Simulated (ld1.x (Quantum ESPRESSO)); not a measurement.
# Cutoff test, Pt (Z = 78), PAW

platinum, PAW, made with ld1.x (Quantum ESPRESSO) 7.5 (PBEsol, scalar-relativistic). Core [Xe] 4f14, reference 5d10 6s0 6p0. Waves: 6s (bound, empty): rcut 1.70, rcutus 2.25 bohr; 6s channel at 2.6 Ry: rcut 1.70, rcutus 2.25 bohr; 6p (bound, empty): rcut 2.80, rcutus 3.25 bohr; 6p channel at 2.75 Ry: rcut 2.80, rcutus 3.25 bohr; 5d (bound): rcut 1.40, rcutus 1.90 bohr; 5d channel at 2.05 Ry: rcut 1.40, rcutus 1.90 bohr. Local part: all-electron potential smoothed inside 3.05 bohr (lloc = -2). Core correction: Bessel-smoothed model core inside 0.90 bohr. Augmentation charge: BESSEL, radius 1.15 bohr.

The pseudo-atom Hamiltonian at the reference potential is diagonalised in spherical Bessel functions j_l(qr) that vanish at 20 bohr, with q² up to the cutoff. All-electron valence levels (Ry): 6s -0.3607, 6p -0.0351, 5d -0.3291.

Q: How do the lowest levels (Ry) of each channel move with the cutoff, and are there ghosts?

A:

```
cutoff (Ry)     s #1     p #1     d #1    f #1    f #2  Σ f·Δε (mRy)
          8  -0.3604  -0.0349  -0.0014  0.1143  0.2446        3277.4
         15  -0.3607  -0.0349  -0.2382  0.1143  0.2446         910.1
         21  -0.3607  -0.0349  -0.3155  0.1143  0.2446         136.9
         35  -0.3608  -0.0349  -0.3287  0.1143  0.2446           5.2
         45  -0.3608  -0.0349  -0.3290  0.1143  0.2446           1.8
         60  -0.3608  -0.0349  -0.3291  0.1143  0.2446           0.5
        400  -0.3608  -0.0349  -0.3292  0.1143  0.2446           0.0
```

Result: no extra level below or beside the all-electron valence levels (s, p, d, f tested); 10 mRy is reached at 30 Ry and 1 mRy at 50 Ry.

Its largest configuration-test error is -891 meV.
